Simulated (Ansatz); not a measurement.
Computed with Ansatz on PBE0-D4/def2-TZVP structures; ΔE is electronic, products minus reactants. CBS: MP2 limit from def2 TZ/QZ plus the TZ coupled-cluster correction, frozen cores. Functionals use def2-TZVPP. B3LYP here is the variant with VWN-RPA as its local correlation; programs differ in this. One conformer a species, not always the lowest.

Reaction (cleavage of the Si–Si bond): `C[SiH]([SiH3])[NH][AlH2]` + `OC(O)[SiH3]` → `OC([SiH3])O[SiH3]` + `C[SiH2][NH][AlH2]`

```tsv
level	ΔE (kJ/mol)
PBE-D4	-62.2
PBE0-D4	-68.9
ωB97X-V	-85.6
B3LYP	-88.0
HF/def2-TZVPP	-110.6
MP2/def2-TZVPP	-95.3
SCS-MP2/def2-TZVPP	-99.5
CCSD(T)/def2-TZVPP	-87.7
```

Q: What does CCSD(T)/CBS give? (An estimate is asked.)

A: Ansatz gave: -87.1 kJ/mol. The listed levels differ from it by 24.9, 18.2, 1.5, -0.9, -23.5, -8.2, -12.4, -0.6 kJ/mol.

Largest T1 diagnostic among the species: 0.013.

From PBE to PBE0 (25 % exact exchange), in def2-TZVPP and without D4, ΔE moves by −6.8 kJ/mol. In def2-TZVPP, CCSD(T) changes the Hartree–Fock value by +22.9 kJ/mol (the triples alone add +2.8 kJ/mol) and MP2 by +15.3 kJ/mol.
